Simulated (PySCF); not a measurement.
Precursor series Ti F-H. All species are isolated molecules in the gas phase.

Calculation: TPSSh-D3(BJ)/def2-TZVP // BP86-D3(BJ)/def2-SVP run with PySCF. All candidates: neutral, multiplicity 1. 

- LUMO = -3.66 eV
- dipole moment = 0.13 D
- HOMO = -8.97 eV

### Question
Say which member has these values.
(A) [Ti(F)4]
(B) [Ti(F)3(H)]
(C) [Ti(F)(H)3]
(D) [Ti(F)2(H)2]

### Answer
B, [Ti(F)3(H)]. The others give [Ti(F)4]: -3.73 eV, 0.01 D, -11.38 eV; [Ti(F)2(H)2]: -3.78 eV, 0.46 D, -8.57 eV; [Ti(F)(H)3]: -3.61 eV, 0.66 D, -8.37 eV
